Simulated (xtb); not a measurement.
trigermane (H8Ge3), singlet, geometry from GFN2-xTB; GFN2-xTB in xtb 6.7.1.

xtb was given this input:
```
$ xtb mol.xyz --gfn 2 --acc 30 --json

# file mol.xyz
11

Ge     1.90001561     0.78760798     0.01267175
Ge     0.15905914    -0.82974910    -0.11782222
Ge    -2.05434673     0.01685078     0.10147719
H      3.27897541     0.21486417    -0.12015679
H      1.80378477     1.84519785    -1.04687745
H      1.90523439     1.54160056     1.30964904
H      0.39427060    -1.90879813     0.91539890
H      0.28126416    -1.60150252    -1.41267263
H     -2.46127627     0.90549142    -1.03640104
H     -2.24165164     0.85542957     1.33132862
H     -3.11189834    -1.04299234     0.17727632
```

The log (banner, timings and long lists left out):

```
   ID    Z sym.   atoms
    1   32 Ge     1-3
    2    1 H      4-11

           -------------------------------------------------
          |                Calculation Setup                |
           -------------------------------------------------

           -------------------------------------------------
          |                 G F N 2 - x T B                 |
           -------------------------------------------------

          ...................................................
          :                      SETUP                      :
          :.................................................:
          :  # basis functions                  38          :
          :  # atomic orbitals                  35          :
          :  # shells                           17          :
          :  # electrons                        20          :
          :  max. iterations                   250          :
          :  Hamiltonian                  GFN2-xTB          :
          :  restarted?                      false          :
          :  GBSA solvation                  false          :
          :  PC potential                    false          :
          :  electronic temp.          300.0000000     K    :
          :  accuracy                   30.0000000          :
          :  -> integral cutoff          0.2000000E+02      :
          :  -> integral neglect         0.3000000E-06      :
          :  -> SCF convergence          0.3000000E-04 Eh   :
          :  -> wf. convergence          0.3000000E-02 e    :
          :  Broyden damping             0.4000000          :
          :  net charge                          0          :
          :  unpaired electrons                  0          :
          ...................................................

 iter      E             dE          RMSdq      gap      omega  full diag
   1     -9.9014865 -0.990149E+01  0.611E+00    6.03       0.0  T
   2     -9.9082107 -0.672422E-02  0.386E+00    5.89       1.0  T
   3     -9.8803874  0.278233E-01  0.327E+00    5.84       1.0  T
   4     -9.9091917 -0.288044E-01  0.554E-01    5.88       1.0  T
   5     -9.9107783 -0.158662E-02  0.443E-01    5.85       1.0  T
   6     -9.9110487 -0.270404E-03  0.700E-02    5.83       1.0  T
   7     -9.9110520 -0.329734E-05  0.464E-02    5.83       1.0  T
   8     -9.9110540 -0.195841E-05  0.262E-02    5.83       1.1  T
   9     -9.9110551 -0.114866E-05  0.104E-03    5.83      29.0  T

[...]
         :: total energy              -9.854185569627 Eh    ::
[...]
     7   1 H        0.935    -0.042     3.901     3.088
     8   1 H        0.935    -0.042     3.902     3.088
     9   1 H        0.938    -0.029     3.608     2.970
    10   1 H        0.938    -0.030     3.625     2.977
    11   1 H        0.938    -0.028     3.589     2.962

 Mol. C6AA /au·bohr⁶  :       2956.474850
 Mol. C8AA /au·bohr⁸  :     183513.967665
 Mol. α(0) /au        :         94.207254

Wiberg/Mayer (AO) data.
largest (>0.10) Wiberg bond orders for each atom

 ---------------------------------------------------------------------------
     #   Z sym  total        # sym  WBO       # sym  WBO       # sym  WBO
 ---------------------------------------------------------------------------
     1  32 Ge   3.424 --     6 H    0.857     5 H    0.857     4 H    0.856
                             2 Ge   0.696
     2  32 Ge   3.431 --     7 H    0.838     8 H    0.838     1 Ge   0.696
                             3 Ge   0.696
     3  32 Ge   3.424 --    10 H    0.857     9 H    0.857    11 H    0.856
                             2 Ge   0.696
     4   1 H    0.982 --     1 Ge   0.856
     5   1 H    0.999 --     1 Ge   0.857
     6   1 H    0.999 --     1 Ge   0.857
     7   1 H    0.998 --     2 Ge   0.838
     8   1 H    0.998 --     2 Ge   0.838
     9   1 H    0.998 --     3 Ge   0.857
    10   1 H    0.999 --     3 Ge   0.857
    11   1 H    0.982 --     3 Ge   0.856
 ---------------------------------------------------------------------------

Topologies differ in total number of bonds
Writing topology from bond orders to xtbtopo.mol

molecular dipole:
                 x           y           z       tot (Debye)
 q only:       -0.005       0.018       0.001
   full:        0.013      -0.082      -0.013       0.213
molecular quadrupole (traceless):
                xx          xy          yy          xz          yz          zz
 q only:       -0.436      -0.076      -0.073       0.041      -0.083       0.508
  q+dip:       -4.175      -0.970       0.570       0.250      -0.376       3.605
   full:       -2.410      -0.501       0.033       0.163      -0.300       2.376

           -------------------------------------------------
          | TOTAL ENERGY               -9.854185569627 Eh   |
          | GRADIENT NORM               0.000309297106 Eh/α |
          | HOMO-LUMO GAP               5.834457276732 eV   |
           -------------------------------------------------

normal termination of xtb
```
